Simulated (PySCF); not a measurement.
**Telling isomers of C2H12OP2Si2 apart by NMR**

- NMR shieldings at PBE0/pcSseg-1/GIAO
- GFN2-xTB structure
- program: PySCF
- non-relativistic Hamiltonian, one computed conformer, equivalent nuclei averaged, in vacuum

δ = σ(ref) − σ, references computed at the same level: 1H, 13C vs TMS. Splittings of carbon signals by F and P are missing where no couplings were computed. Where no couplings were computed, multiplicities follow the n + 1 count of equivalent neighbours, and m marks all less simple cases (inequivalent or close neighbours, rings, F or P nearby). Shifts are as computed. Against solution values, carbons near 30 ppm lie about +3 ppm off and those near 130 ppm about +5 ppm. Of 1211 compounds with measured shifts, 218 miss one by over three times the rms of a fit or turn the order of signals round; such compounds aren't used in these exercises.

(1) Tabulate the signals of `C[SiH2]CO[SiH](P)P`, `CC[Si](P)(P)O[SiH3]` and their relative energies.

(2) What is the quickest way to tell C[SiH2]CO[SiH](P)P from CC[Si](P)(P)O[SiH3]?

Answers

(1) 
```json
{"SMILES": "C[SiH2]CO[SiH](P)P", "carbon types": "1×CH2 1×CH3", "δC": "58.1, -9.1", "δH": "6.61 (m, 1H), 4.18 (m, 2H), 3.61 (t, 2H), 1.13 (m, 4H), 0.31 (t, 3H)", "E rel. (kcal/mol)": "36.7"}
{"SMILES": "CC[Si](P)(P)O[SiH3]", "carbon types": "1×CH2 1×CH3", "δC": "18.6, 10.6", "δH": "5.10 (s, 3H), 1.27 (t, 3H), 1.20 (m, 4H), 0.80 (m, 2H)", "E rel. (kcal/mol)": "0.0"}
```

Energies are electronic energies at PBE0/pcSseg-1 on these geometries, without zero-point or thermal terms, each for the one conformer computed, which needn't be the lowest.

(2) Both give the same number of carbon signals, with the same numbers of each carbon type, so the positions decide. The first has an sp3 CH2 bonded to O and Si at 58.1 ppm, the second an sp3 CH2 bonded to Si at 18.6 ppm. In the proton spectra the most deshielded non-exchanging signals are 6.61 (m, 1H) and 5.10 (s, 3H).
